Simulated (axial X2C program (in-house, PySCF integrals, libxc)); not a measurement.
**Spin–orbit effects down a group: molecules with Al, HF**

Computed with an axial X2C code built on PySCF integrals, spin-free (one-electron X2C) or two-component (2c: spin–orbit coupling with atomic mean-field Coulomb and Gaunt terms, which also bring small scalar terms), in Dyall basis sets with cores contracted in-house; open shells are unrestricted.

Basis sets: Ag dyall-cv3z, Al dyall-v3z, Au dyall-cv3z, Cu dyall-cv3z.

```csv
molecule,spin-free state,Re (Å),ωe (cm⁻¹),De (eV),2c state,Re 2c (Å),ωe 2c (cm⁻¹),De 2c (eV)
AlCu,"M_S = 0, Λ = 0",2.582,218.8,n/a,Ω = 0,2.583,218.6,n/a
AlAg,"M_S = 0, Λ = 0",2.711,198.9,0.51,Ω = 0,2.711,198.8,0.47
AlAu,"M_S = 0, Λ = 0",2.456,272.2,1.54,Ω = 0,2.454,274.1,1.57
```

Task: Work out the shifts from the spin-free to the two-component result.

Result: 

| molecule | 2c state | ΔRe (Å) | Δωe (cm⁻¹) | ΔDe (eV) |
| --- | --- | --- | --- | --- |
| AlCu | Ω = 0 | 0.001 | -0.2 | n/a |
| AlAg | Ω = 0 | 0.000 | -0.1 | -0.04 |
| AlAu | Ω = 0 | -0.002 | 1.9 | 0.03 |

Shifts of one unit in the last digit are rounding.

Each entry is the lowest single determinant of a limited PBE0 search at one distance. De goes to single-determinant-based atoms at the same level (for ions the charge split of lowest energy) and is withheld (n/a) where an atom does not fit its ground term or J level. Main or longest-lived isotopes. Some light 2c atoms are not at their ground J level, so De misses part of their lowering (0.04 eV or less).
